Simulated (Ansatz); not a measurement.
Geometry optimisation, Ansatz, DFT PBE, scalar-relativistic, plane waves, PAW.

Input:

```yaml
crystal:
  lattice:
    - [10.86, 0.0, 0.0]
    - [0.0, 10.86, 0.0]
    - [0.0, 0.0, 10.86]
  atoms:
    - { symbol: Si, position: [0.5, 0.0, 0.0] }
    - { symbol: Si, position: [0.625, 0.125, 0.125] }
    - { symbol: Si, position: [0.75, 0.25, 0.0] }
    - { symbol: Si, position: [0.875, 0.375, 0.125] }
    - { symbol: Si, position: [0.75, 0.0, 0.25] }
    - { symbol: Si, position: [0.875, 0.125, 0.375] }
    - { symbol: Si, position: [0.0, 0.0, 0.0] }
    - { symbol: Si, position: [0.125, 0.125, 0.125] }
    - { symbol: Si, position: [0.25, 0.25, 0.0] }
    - { symbol: Si, position: [0.375, 0.375, 0.125] }
    - { symbol: Si, position: [0.5, 0.5, 0.0] }
    - { symbol: Si, position: [0.625, 0.625, 0.125] }
    - { symbol: Si, position: [0.75, 0.75, 0.0] }
    - { symbol: Si, position: [0.875, 0.875, 0.125] }
    - { symbol: Si, position: [0.25, 0.0, 0.25] }
    - { symbol: Si, position: [0.375, 0.125, 0.375] }
    - { symbol: Si, position: [0.5, 0.25, 0.25] }
    - { symbol: Si, position: [0.625, 0.375, 0.375] }
    - { symbol: Si, position: [0.75, 0.5, 0.25] }
    - { symbol: Si, position: [0.875, 0.625, 0.375] }
    - { symbol: Si, position: [0.5, 0.0, 0.5] }
    - { symbol: Si, position: [0.625, 0.125, 0.625] }
    - { symbol: Si, position: [0.75, 0.25, 0.5] }
    - { symbol: Si, position: [0.875, 0.375, 0.625] }
    - { symbol: Si, position: [0.75, 0.0, 0.75] }
    - { symbol: Si, position: [0.875, 0.125, 0.875] }
    - { symbol: P, position: [0.125, 0.375, -0.125], spin: 1.0 }
    - { symbol: Si, position: [0.125, 0.625, 0.125] }
    - { symbol: Si, position: [0.25, 0.75, 0.0] }
    - { symbol: Si, position: [0.375, 0.875, 0.125] }
    - { symbol: Si, position: [0.0, 0.25, 0.25] }
    - { symbol: Si, position: [0.125, 0.375, 0.375] }
    - { symbol: Si, position: [0.25, 0.5, 0.25] }
    - { symbol: Si, position: [0.375, 0.625, 0.375] }
    - { symbol: Si, position: [0.5, 0.75, 0.25] }
    - { symbol: Si, position: [0.625, 0.875, 0.375] }
    - { symbol: Si, position: [0.0, 0.0, 0.5] }
    - { symbol: Si, position: [0.125, 0.125, 0.625] }
    - { symbol: Si, position: [0.25, 0.25, 0.5] }
    - { symbol: Si, position: [0.375, 0.375, 0.625] }
    - { symbol: Si, position: [0.5, 0.5, 0.5] }
    - { symbol: Si, position: [0.625, 0.625, 0.625] }
    - { symbol: Si, position: [0.75, 0.75, 0.5] }
    - { symbol: Si, position: [0.875, 0.875, 0.625] }
    - { symbol: Si, position: [0.25, 0.0, 0.75] }
    - { symbol: Si, position: [0.375, 0.125, 0.875] }
    - { symbol: Si, position: [0.5, 0.25, 0.75] }
    - { symbol: Si, position: [0.625, 0.375, 0.875] }
    - { symbol: Si, position: [0.75, 0.5, 0.75] }
    - { symbol: Si, position: [0.875, 0.625, 0.875] }
    - { symbol: Si, position: [0.0, 0.75, 0.25] }
    - { symbol: Si, position: [0.125, 0.875, 0.375] }
    - { symbol: Si, position: [0.0, 0.5, 0.5] }
    - { symbol: Si, position: [0.125, 0.625, 0.625] }
    - { symbol: Si, position: [0.25, 0.75, 0.5] }
    - { symbol: Si, position: [0.375, 0.875, 0.625] }
    - { symbol: Si, position: [0.0, 0.25, 0.75] }
    - { symbol: Si, position: [0.25, 0.5, 0.75] }
    - { symbol: Si, position: [0.375, 0.625, 0.875] }
    - { symbol: Si, position: [0.5, 0.75, 0.75] }
    - { symbol: Si, position: [0.625, 0.875, 0.875] }
    - { symbol: Si, position: [0.0, 0.75, 0.75] }
    - { symbol: Si, position: [0.125, 0.875, 0.875] }
magnetization:
  spin_polarized: true
total_charge: 2
basis:
  ecutwfc: 420.0
kpoints:
  mp_grid: { grid: [1, 1, 1] }
hamiltonian:
  xc: pbe
  pseudopotentials: { kind: paw, azcp: { folder: soft_1 } }
scf:
  occupations: { method: gaussian, width: 0.02 }
  lower_state_search: "off"
relax:
  f_tol: 0.03
  max_steps: 60
  adjacent_minimum: "off"
```

Command:

```bash
$ ansatz run input.yaml --threads 4 --pin off --max-ram 10240MiB --backend cpu --events-out ev --progress --plain --runs-dir out
```

Question: Where does it end, and by what steps?

Answer: The run converged. Limits of this set-up: coarse k mesh, charged cell in a uniform background, uncorrected. After 3 steps the energy has fallen by 0.180 eV; Si57 moved furthest, 0.08 Å.

```
step  energy less start (eV)  largest force component (eV/Å)  accepted
   0                  0.0000                           0.385       yes
   1                 -0.1622                           0.122       yes
   2                 -0.1784                           0.039       yes
   3                 -0.1798                           0.016       yes
```

```xyz
63
Lattice="10.8600 0.0000 0.0000 0.0000 10.8600 0.0000 0.0000 0.0000 10.8600" Properties=species:S:1:pos:R:3
Si 5.433 -0.003 0.001
Si 6.800 1.381 1.360
Si 8.186 2.762 -0.013
Si 9.498 4.144 1.362
Si 8.135 0.023 2.725
Si 9.500 1.381 4.060
Si -0.001 -0.001 0.001
Si 1.355 1.382 1.316
Si 2.700 2.730 -0.081
Si 4.048 4.075 1.316
Si 5.431 5.431 0.001
Si 6.762 6.797 1.367
Si 8.139 8.151 0.040
Si 9.493 9.528 1.367
Si 2.701 0.014 2.695
Si 4.083 1.347 4.052
Si 5.416 2.729 2.695
Si 6.793 4.060 4.067
Si 8.139 5.470 2.721
Si 9.493 6.797 4.098
Si 5.431 -0.001 5.429
Si 6.808 1.347 6.777
Si 8.165 2.729 5.444
Si 9.544 4.075 6.812
Si 8.165 0.014 8.159
Si 9.544 1.382 9.505
P 1.343 4.087 -1.343
Si 1.286 6.792 1.362
Si 2.668 8.104 -0.013
Si 4.049 9.490 1.360
Si 0.013 2.762 2.674
Si 1.360 4.070 4.071
Si 2.668 5.417 2.674
Si 4.049 6.790 4.060
Si 5.407 8.155 2.725
Si 6.785 9.505 4.075
Si -0.001 -0.003 5.427
Si 1.393 1.341 6.771
Si 2.726 2.704 5.409
Si 4.089 4.037 6.771
Si 5.433 5.431 5.427
Si 6.800 6.790 6.811
Si 8.135 8.155 5.453
Si 9.500 9.490 6.811
Si 2.726 -0.021 8.134
Si 4.089 1.341 9.467
Si 5.451 2.704 8.134
Si 6.789 4.070 9.500
Si 8.186 5.417 8.192
Si 9.498 6.792 9.574
Si -0.040 8.151 2.721
Si 1.370 9.497 4.067
Si -0.001 5.431 5.429
Si 1.355 6.746 6.812
Si 2.701 8.125 5.444
Si 4.083 9.482 6.777
Si 0.081 2.730 8.160
Si 2.700 5.349 8.160
Si 4.048 6.746 9.505
Si 5.416 8.125 8.159
Si 6.793 9.497 9.490
Si 0.013 8.104 8.192
Si 1.360 9.501 9.500
```

Time of the run: 50 s on 4 threads of Intel(R) Xeon(R) Platinum 8259CL CPU @ 2.50GHz (Skylake/Cascade Lake), with other jobs on the host, peak memory 1.7 GiB.
